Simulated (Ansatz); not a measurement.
CH3O3Re, SMILES `[CH3][Re](=[O])(=[O])=[O]`: measurement beside calculation (Ansatz, PBE0-D4/def2-TZVP geometry).

```xyz
8

C     0.843   -0.321   -0.589
Re   -0.780    0.297    0.545
O    -1.336   -1.086    1.352
O    -0.184    1.480    1.603
O    -1.910    0.912   -0.559
H     1.607   -0.730    0.075
H     0.515   -1.088   -1.293
H     1.244    0.535   -1.134
```

Measured: 976 cm⁻¹ (antisymmetric Re=O stretch, approximate band position, quantum cascade laser absorption spectroscopy); 1004 cm⁻¹ (symmetric Re=O stretch (A1), approximate band centre, high-resolution FTIR absorption). Source: High-resolution mid-infrared spectroscopy of buffer-gas-cooled methyltrioxorhenium molecules, 2016 (arxiv:1607.08741); Characterising molecules for fundamental physics: an accurate spectroscopic model of methyltrioxorhenium derived from new infrared and millimetre-wave measurements, 2016 (arxiv:1611.01952).

Harmonic PBE0-D4 wavenumbers (cm⁻¹, unscaled): 168, 214, 214, 271, 338, 338, 582, 744, 744, 1029, 1029, 1072, 1241, 1420, 1420, 3056, 3159, 3159. Fundamentals include anharmonicity and usually lie a few per cent under these; harmonic values from spectra compare directly.
